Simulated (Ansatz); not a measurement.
Ansatz results at the PBE0-D4/def2-TZVP geometry: ideal-gas entropy at 298 K and 1 bar (rigid rotor, harmonic PBE0-D4/def2-TZVP) 425 J/(mol·K); HOMO–LUMO gap (ωB97M-V/def2-TZVPP) 9.92 eV; HOMO energy (ωB97M-V/def2-TZVPP) -8.16 eV.

Each molecule was computed in one conformer, which needn't be the lowest.

**Question.** Which molecule gave them?
A. `[CH3][Ga]([NH2])[OH]`
B. `C=C[CH2][GaH2]`
C. `C[N](C)[Ga]([NH2])[NH2]`
D. `[CH3][GaH][NH2]`

**Answer.** C. The others give `C=C[CH2][GaH2]`: 318, 9.99, -8.84; `[CH3][GaH][NH2]`: 321, 10.97, -9.58; `[CH3][Ga]([NH2])[OH]`: 359, 11.21, -9.49.
